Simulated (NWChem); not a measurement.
System: SnS, singlet; SMILES [S]=[Sn]

NWChem printed, in part:

```
             Northwest Computational Chemistry Package (NWChem) 7.3.0
             --------------------------------------------------------

 ORDER OF PRIMARY AXIS IS BEING SET TO 4
 C4V symmetry detected

                             Geometry "geometry" -> ""
                             -------------------------

 Output coordinates in angstroms (scale by  1.889725989 to convert to a.u.)

  No.       Tag          Charge          X              Y              Z
 ---- ---------------- ---------- -------------- -------------- --------------
    1 Sn                  50.0000     0.00000000     0.00000000    -0.53879952
    2 S                   16.0000     0.00000000     0.00000000     1.68374848

 Effective nuclear repulsion energy (a.u.)     190.4758858750

      Symmetry information
      --------------------

 Group name             C4v
 Group number             18
 Group order               8
 No. of unique centers     2

                                 NWChem DFT Module
                                 -----------------

 Summary of "ao basis" -> "ao basis" (spherical)
 ------------------------------------------------------------------------------
       Tag                 Description            Shells   Functions and Types
 ---------------- ------------------------------  ------  ---------------------
 Sn                          sto-3g                 11       27   5s4p2d
 S                           sto-3g                  5        9   3s2p

      Symmetry analysis of basis
      --------------------------

        a1         16
        a2          0
        b1          2
        b2          2
        e          16

            General Information
            -------------------
          SCF calculation type: DFT
          Wavefunction type:  closed shell.
          No. of atoms     :     2
          No. of electrons :    66
           Alpha electrons :    33
            Beta electrons :    33
          Charge           :     0
          Spin multiplicity:     1
          Use of symmetry is: on ; symmetry adaption is: on
          Maximum number of iterations: 150
          AO basis - number of functions:    36
                     number of shells:    16
          Convergence on energy requested:  1.00D-06
          Convergence on density requested:  1.00D-05
          Convergence on gradient requested:  5.00D-04

              XC Information
              --------------
                  TPSS metaGGA Exchange Functional  1.000
             TPSS03 metaGGA Correlation Functional  1.000

             Grid Information
             ----------------
          Grid used for XC integration:  medium
          Radial quadrature: Mura-Knowles
          Angular quadrature: Lebedev.
          Tag              B.-S. Rad. Rad. Pts. Rad. Cut. Ang. Pts.
          ---              ---------- --------- --------- ---------
          Sn                  1.45      123           7.0       590
          S                   1.00       88           7.0       590
          Grid pruning is: on
          Number of quadrature shells:   211
          Spatial weights used:  Erf1

      Superposition of Atomic Density Guess
      -------------------------------------

 Sum of atomic energies:       -6356.30476903

      Non-variational initial energy
      ------------------------------

 Total energy =   -6356.101809
 1-e energy   =   -9182.678366
 2-e energy   =    2636.100671
 HOMO         =      -0.110462
 LUMO         =       0.145438

      Symmetry analysis of molecular orbitals - initial
      -------------------------------------------------

 !! scf_movecs_sym_adapt:    4 vectors were symmetry contaminated

  Symmetry fudging

 !! scf_movecs_sym_adapt:    4 vectors were symmetry contaminated

  Numbering of irreducible representations:

     1 a1          2 a2          3 b1          4 b2          5 e

  Orbital symmetries:

     1 a1          2 a1          3 a1          4 e           5 e
     6 a1          7 a1          8 a1          9 e          10 e
    11 a1         12 e          13 e          14 b1         15 b2
    16 a1         17 a1         18 e          19 e          20 a1
    21 a1         22 e          23 e          24 a1         25 e
    26 e          27 b1         28 b2         29 a1         30 a1
    31 e          32 e          33 a1         34 e          35 e
    36 a1

     ---------------------------------------------
      Total Density - Mulliken Population Analysis
     ---------------------------------------------

    Atom       Charge   Shell Charges
 -----------   ------   -------------------------------------------------------
    1 Sn  50    48.97   2.00  2.00  6.00  2.00  5.99  2.00  5.97  1.88  1.13 10.00  9.99
    2 S   16    17.03   2.00  2.00  5.98  1.94  5.11

   convergence    iter        energy       DeltaE   RMS-Dens  Diis-err
 ---------------- ----- ----------------- --------- --------- ---------
 d= 0,ls=0.0,diis     1  -6358.6652092692 -6.55D+03  1.30D-01  5.32D-01
 d= 0,ls=0.0,diis     2  -6356.2927685748  2.37D+00  1.19D-01  5.66D+00
 d= 0,ls=0.0,diis     3  -6358.7987666877 -2.51D+00  1.99D-03  1.62D-01
 d= 0,ls=0.0,diis     4  -6358.8051944515 -6.43D-03  2.67D-03  1.37D-01
 d= 0,ls=0.0,diis     5  -6358.8161171315 -1.09D-02  7.29D-03  9.98D-02
  Resetting Diis
 d= 0,ls=0.0,diis     6  -6358.8373310831 -2.12D-02  3.20D-03  1.79D-02
 d= 0,ls=0.0,diis     7  -6358.8411693865 -3.84D-03  1.04D-02  2.09D-03
 d= 0,ls=0.0,diis     8  -6358.8257556009  1.54D-02  8.56D-03  7.39D-02
 d= 0,ls=0.0,diis     9  -6358.8416462133 -1.59D-02  2.48D-04  5.42D-05
 d= 0,ls=0.0,diis    10  -6358.8416586597 -1.24D-05  3.46D-06  1.05D-08
 d= 0,ls=0.0,diis    11  -6358.8416586622 -2.44D-09  1.37D-07  1.36D-11

         Total DFT energy =    -6358.841658662172
      One electron energy =    -9178.806047567943
           Coulomb energy =     2816.615582244631
    Exchange-Corr. energy =     -187.127079213883
 Nuclear repulsion energy =      190.475885875022

 Numeric. integr. density =       65.999999566706

                  Occupations of the irreducible representations
                  ----------------------------------------------

                     irrep           alpha         beta
                     --------     --------     --------
                     a1               15.0         15.0
                     a2                0.0          0.0
                     b1                2.0          2.0
                     b2                2.0          2.0
                     e                14.0         14.0

                       DFT Final Molecular Orbital Analysis
                       ------------------------------------

 Vector   31  Occ=2.000000D+00  E=-1.026063D-01  Symmetry=e
              MO Center=  1.7D-16,  1.4D-16,  1.1D+00, r^2= 2.2D+00
   Bfn.  Coefficient  Atom+Function         Bfn.  Coefficient  Atom+Function
  ----- ------------  ---------------      ----- ------------  ---------------
    34      0.650533  2 S  px                35      0.539746  2 S  py
    15      0.385192  1 Sn px                16      0.319593  1 Sn py
    30     -0.208032  2 S  px                31     -0.172604  2 S  py
    11     -0.138824  1 Sn px                12     -0.115182  1 Sn py
    26      0.060847  1 Sn d  1               7      0.051739  1 Sn px

 Vector   32  Occ=2.000000D+00  E=-1.026063D-01  Symmetry=e
              MO Center= -5.9D-17, -8.3D-17,  1.1D+00, r^2= 2.2D+00
   Bfn.  Coefficient  Atom+Function         Bfn.  Coefficient  Atom+Function
  ----- ------------  ---------------      ----- ------------  ---------------
    35      0.650533  2 S  py                34     -0.539746  2 S  px
    16      0.385192  1 Sn py                15     -0.319593  1 Sn px
    31     -0.208032  2 S  py                30      0.172604  2 S  px
    12     -0.138824  1 Sn py                11      0.115182  1 Sn px
    24     -0.060847  1 Sn d -1               8      0.051739  1 Sn py

 Vector   33  Occ=2.000000D+00  E=-9.423772D-02  Symmetry=a1
              MO Center=  1.1D-16,  3.7D-16, -6.3D-02, r^2= 3.6D+00
   Bfn.  Coefficient  Atom+Function         Bfn.  Coefficient  Atom+Function
  ----- ------------  ---------------      ----- ------------  ---------------
    36      0.604749  2 S  pz                17     -0.571634  1 Sn pz
    14      0.553596  1 Sn s                 13      0.228109  1 Sn pz
    32     -0.198103  2 S  pz                25      0.142239  1 Sn d  0
    33      0.141691  2 S  s                 10     -0.133099  1 Sn s
     9     -0.084562  1 Sn pz                 6      0.063361  1 Sn s

 Vector   34  Occ=0.000000D+00  E= 3.372985D-02  Symmetry=e
              MO Center= -3.5D-15, -1.5D-14,  4.2D-02, r^2= 2.9D+00
   Bfn.  Coefficient  Atom+Function         Bfn.  Coefficient  Atom+Function
  ----- ------------  ---------------      ----- ------------  ---------------
    16      0.903331  1 Sn py                35     -0.588164  2 S  py
    12     -0.301033  1 Sn py                15      0.205652  1 Sn px
    31      0.178630  2 S  py                34     -0.133901  2 S  px
     8      0.112071  1 Sn py                11     -0.068533  1 Sn px
     4     -0.043875  1 Sn py                30      0.040667  2 S  px

 Vector   35  Occ=0.000000D+00  E= 3.372985D-02  Symmetry=e
              MO Center= -5.4D-16,  1.1D-16,  4.2D-02, r^2= 2.9D+00
   Bfn.  Coefficient  Atom+Function         Bfn.  Coefficient  Atom+Function
  ----- ------------  ---------------      ----- ------------  ---------------
    15      0.903331  1 Sn px                34     -0.588164  2 S  px
    11     -0.301033  1 Sn px                16     -0.205652  1 Sn py
    30      0.178630  2 S  px                35      0.133901  2 S  py
     7      0.112071  1 Sn px                12      0.068533  1 Sn py
     3     -0.043875  1 Sn px                31     -0.040667  2 S  py

[...]
```

Level: TPSS/STO-3G, non-relativistic. Low-valent species are run as closed-shell singlets; no triplet was tried in these runs. Geometry: optimised at PBE0/def2-SVP (def2 core potentials past Kr).

Problem. Reconstruct the input file.

Solution. Several could match; the one computed here: the input that was run:
```
start job
memory heap 200 mb stack 900 mb global 1100 mb
geometry units angstroms noautoz
  Sn     0.000000     0.000000    -0.536461
  S      0.000000     0.000000     1.686087
end
basis spherical
  Sn library sto-3g
  S library sto-3g
end
dft
  xc xtpss03 ctpss03
  iterations 150
  mulliken
end
task dft energy
```
